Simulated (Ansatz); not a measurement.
Defective nanocrystal family: gap (eV) at several levels, gas phase, relaxed structures; Ansatz. HOMO and LUMO are taken over both spins. Singlets are spin-restricted. A dash marks a value that wasn't run or was left out as unsound. The structures are stationary points that may keep the symmetry of their start. Remarks come from the PBE and PBE0 runs and from stability tests at other levels; not every state was tested.

```json
{"species": "Si6H11, rod, one cap removed", "state": "doublet", "geometry": "PBE-D4/def2-SVP", "PBE-D4/def2-SVP": "1.44", "PBE-D4/def2-TZVP": "1.42", "B3LYP-D4/6-31G": "2.70", "PBE0-D4/def2-SVP": "3.30", "PBE0-D4/def2-TZVP": "3.28", "remarks": "–"}
{"species": "Si14H22, disc, two caps of one atom removed", "state": "singlet", "geometry": "PBE-D4/def2-SVP", "PBE-D4/def2-SVP": "1.07", "PBE-D4/def2-TZVP": "1.07", "B3LYP-D4/6-31G": "2.28", "PBE0-D4/def2-SVP": "2.64", "PBE0-D4/def2-TZVP": "2.64", "remarks": "restricted SCF unstable in HF"}
{"species": "Si20H27⁺, one cap removed", "state": "singlet", "geometry": "PBE-D4/def2-SVP", "PBE-D4/def2-SVP": "1.81", "PBE-D4/def2-TZVP": "1.81", "B3LYP-D4/6-31G": "–", "PBE0-D4/def2-SVP": "3.19", "PBE0-D4/def2-TZVP": "3.20", "remarks": "–"}
{"species": "Si20H29, one cap removed", "state": "doublet", "geometry": "PBE-D4/def2-SVP", "PBE-D4/def2-SVP": "1.05", "PBE-D4/def2-TZVP": "–", "B3LYP-D4/6-31G": "2.24", "PBE0-D4/def2-SVP": "2.71", "PBE0-D4/def2-TZVP": "–", "remarks": "–"}
```
